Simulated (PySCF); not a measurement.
## Nickel: highly charged ions in a basis for the neutral atom

Ni⁶⁺ [Ar] 3d4, Ni⁷⁺ [Ar] 3d3. Computed with PySCF 2.14 in def2-TZVP, with the non-relativistic Hamiltonian (point nucleus). No spin-orbit coupling, so a gap to NIST mixes the basis error with missing relativistic terms.

Changed run: basis of the neutral atom used for a highly charged ion. This setting is unsound on purpose.

```
species  method  sound run (hartree)  changed run (hartree)  converged
   Ni⁶⁺     UHF              not run            -1496.16293        yes
   Ni⁶⁺    PBE0              not run            -1496.93100        yes
   Ni⁶⁺    TPSS              not run            -1497.17677        yes
   Ni⁷⁺     UHF              not run            -1491.27668        yes
   Ni⁷⁺    PBE0              not run            -1491.99993        yes
   Ni⁷⁺    TPSS              not run            -1492.26175        yes
```

Ionisation energy of Ni⁶⁺:

```
method  changed run (eV)  NIST (eV)
   UHF            132.96    132 ± 2
  PBE0            134.18    132 ± 2
  TPSS            133.74    132 ± 2
```

The contracted functions were made for the neutral atom and can be too rigid for a highly charged ion.
